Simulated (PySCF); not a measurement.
ZnClI, SMILES [I][Zn][Cl].

Geometry optimised at PBE-D3(BJ)/def2-TZVP. The def2 effective core potentials stand for the cores of I; spin–orbit coupling is left out.

Computed with PySCF with ωB97X/def2-TZVPD.

Gas-phase values at a fixed geometry.

Computed frontier levels, gap, dipole moment and polarisability:
| Property | Value |
|---|---|
| highest occupied level | -10.31 eV |
| lowest empty level | 0.00 eV |
| orbital gap | 10.31 eV |
| dipole moment | 0.94 D |
| quadrupole, principal values (traceless, Buckingham form, about the centre of nuclear charge) | -8.19, 4.09, 4.09 D·Å |
| mean static polarisability | 73.3 bohr³ (10.87 Å³) |
| polarisability, principal values | 58.9, 58.9, 102.2 bohr³ |
